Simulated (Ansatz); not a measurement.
Several settings on one geometry of the cluster Li₄H⁺ (that of the charge 1 singlet, PBE0-D4/def2-TZVP). Ansatz on 4 threads of Arm Neoverse V2 on a shared host; times are rough.

```xyz
5

Li   -0.102    1.457    0.554
Li    2.352   -0.180   -0.730
Li   -0.140   -1.118    1.085
Li   -0.834   -0.258   -1.307
H    -1.276    0.099    0.398
```

Totals from different functionals, basis sets or treatments of relativity can't be compared as stabilities.

Correlated methods freeze no core orbitals; core or outer-core shells of Li are correlated, in sets that lack core-valence functions.

The spins typed aren't always the lowest for that charge.

Q: Give the basis size and estimate the energy, ⟨S²⟩ and time of these runs.

```tsv
run	method	charge	state	further keys
1	RKS PBE0-DH/def2-mTZVP	1	singlet	scf: {omitted_lower_state_checks: [starts]}; forces asked
2	UKS revPBE/cc-pVDZ	0	doublet	scf: {omitted_lower_state_checks: [starts]}; forces asked
3	RKS B2PLYP/6-31G	1	singlet	–
```

A: 
```csv
run,functions,energy (Eh),⟨S²⟩,wall time
1,35,-30.4062,–,0.6 s
2,61,-30.6348,0.93,1.5 s
3,38,-30.4043,–,0.5 s
```

At UKS revPBE/cc-pVDZ the charge 0 doublet is spin-contaminated (final ⟨S²⟩ up to 0.93, 0.75 for a pure state).
